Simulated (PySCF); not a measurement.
# Electronic structure of Fe³⁺ (iron, charge +3) at the PBE level

Configuration: [Ar] 3d5, high-spin 6S determinant. All numbers are calculated (PySCF 2.14, scalar relativity by spin-free X2C-1e, in ANO-RCC-VTZP).

```
Total energy                        : -1270.312 hartree
One-electron energy                 : -1721.049 hartree
Hartree (Coulomb) energy            : 505.766 hartree
Exchange-correlation energy         : -55.030 hartree
⟨S²⟩                                : 8.7504
⟨L²⟩                                : 0.000
Sum of ⟨r⟩                          : 13.67 bohr
Sum of ⟨r²⟩                         : 13.27 bohr²
Langevin diamagnetic susceptibility : -10.5 ×10⁻⁶ cm³/mol
```

```json
{"shell": "1s α", "electrons": "1", "mean orbital energy (eV)": "-7030.3", "rms radius, mean of both spins (bohr)": "0.0675"}
{"shell": "1s β", "electrons": "1", "mean orbital energy (eV)": "-7030.3", "rms radius, mean of both spins (bohr)": "0.0675"}
{"shell": "2s α", "electrons": "1", "mean orbital energy (eV)": "-857.76", "rms radius, mean of both spins (bohr)": "0.289"}
{"shell": "2s β", "electrons": "1", "mean orbital energy (eV)": "-855.15", "rms radius, mean of both spins (bohr)": "0.289"}
{"shell": "2p α", "electrons": "3", "mean orbital energy (eV)": "-736.33", "rms radius, mean of both spins (bohr)": "0.261"}
{"shell": "2p β", "electrons": "3", "mean orbital energy (eV)": "-734.33", "rms radius, mean of both spins (bohr)": "0.261"}
{"shell": "3s α", "electrons": "1", "mean orbital energy (eV)": "-133.35", "rms radius, mean of both spins (bohr)": "0.868"}
{"shell": "3s β", "electrons": "1", "mean orbital energy (eV)": "-127.30", "rms radius, mean of both spins (bohr)": "0.868"}
{"shell": "3p α", "electrons": "3", "mean orbital energy (eV)": "-99.136", "rms radius, mean of both spins (bohr)": "0.918"}
{"shell": "3p β", "electrons": "3", "mean orbital energy (eV)": "-93.201", "rms radius, mean of both spins (bohr)": "0.918"}
{"shell": "3d α", "electrons": "5", "mean orbital energy (eV)": "-45.314", "rms radius, mean of both spins (bohr)": "1.11"}
```

Densities and radii are taken from the X2C orbitals without a picture-change correction, which distorts them close to the nucleus.
